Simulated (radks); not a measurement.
Values are calculated unless marked as measured or tabulated.
Species: the antimony ion Sb+. Configuration: [Kr] 4d10 5s2 5p2 (the NIST ground configuration).

Level of theory: scalar-relativistic Kohn-Sham, PBEsol, spin-unpolarised, spherical densities, finite nucleus; Fermi nuclear charge, rms radius 4.6802 fm (a radial shooting solver on a logarithmic mesh with Libxc functionals).

Energy parts (hartree):
part                        energy
total                  -6478.13962
kinetic                 6774.55058
electron-nucleus      -15655.03449
Hartree                 2569.35876
exchange-correlation    -167.01447

Orbitals (lengths in bohr, moments of r in powers of bohr; <r^-3> diverges for s and p1/2):
orbital  occ.  eigenvalue (hartree)      <r^4>  <r^-3>      <r>
1s          2             -1113.383  3.129e-06       -  0.02843
2s          2             -169.7036  0.0005405       -   0.1227
2p          6             -152.4165  0.0003892    5033   0.1071
3s          2             -33.51479    0.02383       -   0.3308
3p          6             -27.87932    0.02514   942.0   0.3289
3d         10             -19.27128    0.02254   129.8   0.3055
4s          2              -5.77542     0.7430       -   0.7908
4p          6              -4.04886      1.062   175.1   0.8523
4d         10              -1.54233      2.807   17.02    1.029
5s          2              -0.76103      42.33       -    2.155
5p          2              -0.44213      104.5   15.20    2.660
6s          0              -0.16715       1858       -    5.625

The highest occupied level is 5p at -12.031 eV. Summed over all electrons, <r^2> = 47.79 bohr^2, which gives a Langevin (diamagnetic) susceptibility term of -37.8 x 10^-6 cm^3/mol. The electron density at the nucleus is 2.148e+05 e/bohr^3 (large components only).
